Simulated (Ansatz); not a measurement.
Ansatz (a quantum-chemistry and plane-wave program) input (B3LYP-D3(BJ)/def2-TZVP):

Ansatz 0.2 input:
```yaml
crystal:
  periodic: [false, false, false]
  atoms:
    - {symbol: C, position_ang: [-3.16473789, 0.07170466, -0.30477979]}
    - {symbol: C, position_ang: [-1.87387890, -0.35013703, 0.38586059]}
    - {symbol: C, position_ang: [-0.64437769, 0.19757379, -0.33450140]}
    - {symbol: C, position_ang: [0.65164160, -0.21123481, 0.36207779]}
    - {symbol: C, position_ang: [1.89737676, 0.29213797, -0.35506468]}
    - {symbol: C, position_ang: [3.18122229, -0.21584916, 0.27737040]}
    - {symbol: Cl, position_ang: [1.92018327, 2.08902936, -0.32080527]}
    - {symbol: H, position_ang: [-3.18618819, -0.29289278, -1.32953322]}
    - {symbol: H, position_ang: [-3.24797352, 1.15598084, -0.32642442]}
    - {symbol: H, position_ang: [-4.02881771, -0.32882068, 0.22016832]}
    - {symbol: H, position_ang: [-1.81863941, -1.44103569, 0.41838871]}
    - {symbol: H, position_ang: [-1.87923801, 0.01181678, 1.41632857]}
    - {symbol: H, position_ang: [-0.70484714, 1.28658124, -0.37341775]}
    - {symbol: H, position_ang: [-0.63394497, -0.17205387, -1.36293981]}
    - {symbol: H, position_ang: [0.70951044, -1.30219049, 0.40583738]}
    - {symbol: H, position_ang: [0.65096312, 0.16559198, 1.38711086]}
    - {symbol: H, position_ang: [1.85949904, 0.02477254, -1.41477284]}
    - {symbol: H, position_ang: [4.04895409, 0.19096434, -0.23616519]}
    - {symbol: H, position_ang: [3.22936931, 0.07528335, 1.32416582]}
    - {symbol: H, position_ang: [3.21586654, -1.30162033, 0.21352587]}
basis:
  gaussian:
    orbitals: def2-TZVP
hamiltonian:
  xc: b3lyp
  dispersion: d3bj
relax: {f_tol: 0.002, max_steps: 150}
```

End of the output:

```
1915 factors; their error is unknown
0.38 GiB of the device are held for the grids
1.82 GiB of device memory are held for the factors and their scratch space
mean field: 2.09 GiB planned
mean field evaluation 64: about -18961.0496 eV, gradient 5.9e-4 eV
mean field -18961.03489528 eV, -696.8051801506 hartree, gradient 1.9e-5 eV, S^2 0.000000; 1 other end points of the search recorded, 0 dependent functions left out
the calculation of the forces begins
reference -18961.03525416 eV, -696.8051933391 hartree; 33, 33 occupied and 268, 268 virtual orbitals, 1915 factors
Total energy: -18961.82200239 eV, -696.8341058032 hartree
Atom 0 at    -3.188395     0.052686    -0.300712 Å, force    -0.000062     0.000103    -0.000541 eV/Å
Atom 1 at    -1.881737    -0.343129     0.380400 Å, force     0.000056     0.000206     0.000024 eV/Å
Atom 2 at    -0.649488     0.207210    -0.333322 Å, force     0.000534    -0.000080     0.000635 eV/Å
Atom 3 at     0.655714    -0.188111     0.347704 Å, force    -0.000301    -0.000019    -0.000049 eV/Å
Atom 4 at     1.916954     0.299957    -0.345178 Å, force     0.000187     0.000352     0.000093 eV/Å
Atom 5 at     3.190975    -0.230622     0.281671 Å, force     0.000062     0.000117    -0.000064 eV/Å
Atom 6 at     1.973028     2.129925    -0.326276 Å, force     0.000015    -0.000162    -0.000058 eV/Å
Atom 7 at    -3.224280    -0.318762    -1.327726 Å, force     0.000219    -0.000158     0.000298 eV/Å
Atom 8 at    -3.296447     1.139120    -0.339501 Å, force     0.000011    -0.000157     0.000028 eV/Å
Atom 9 at    -4.053456    -0.349851     0.229248 Å, force    -0.000173     0.000036    -0.000001 eV/Å
Atom 10 at    -1.813205    -1.434715     0.435928 Å, force     0.000029     0.000311     0.000027 eV/Å
Atom 11 at    -1.885538     0.014243     1.415268 Å, force    -0.000057    -0.000283    -0.000004 eV/Å
Atom 12 at    -0.714677     1.296529    -0.385879 Å, force    -0.000254     0.000225    -0.000105 eV/Å
Atom 13 at    -0.639873    -0.151078    -1.369004 Å, force    -0.000038    -0.000264    -0.000063 eV/Å
Atom 14 at     0.722859    -1.281660     0.391848 Å, force    -0.000148    -0.000117    -0.000000 eV/Å
Atom 15 at     0.663325     0.165602     1.382921 Å, force     0.000211     0.000043    -0.000139 eV/Å
Atom 16 at     1.882218     0.052876    -1.405989 Å, force    -0.000229     0.000072     0.000169 eV/Å
Atom 17 at     4.072130     0.152301    -0.231164 Å, force     0.000265    -0.000127     0.000032 eV/Å
Atom 18 at     3.251515     0.054926     1.332632 Å, force    -0.000282    -0.000193    -0.000103 eV/Å
Atom 19 at     3.200320    -1.321846     0.219561 Å, force    -0.000044     0.000095    -0.000181 eV/Å
Dipole moment:    -0.041857    -0.444686     0.026301 e Å
```
